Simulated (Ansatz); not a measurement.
Species: C5H9B, SMILES `B/C=C(\C)C=C` (charge 0, multiplicity 1), formula C$_{5}$H$_{9}$B.

Problem. How many basis functions does frozen-core CCSD(T)/cc-pVTZ // CAM-B3LYP-D3(BJ)/def2-TZVP run with Ansatz (an electronic-structure program) use, how many core orbitals are frozen, and how many electrons are correlated?

Solution. 306 basis functions and 6 frozen orbitals, which leaves 32 correlated electrons. Core time is of the order of minutes.
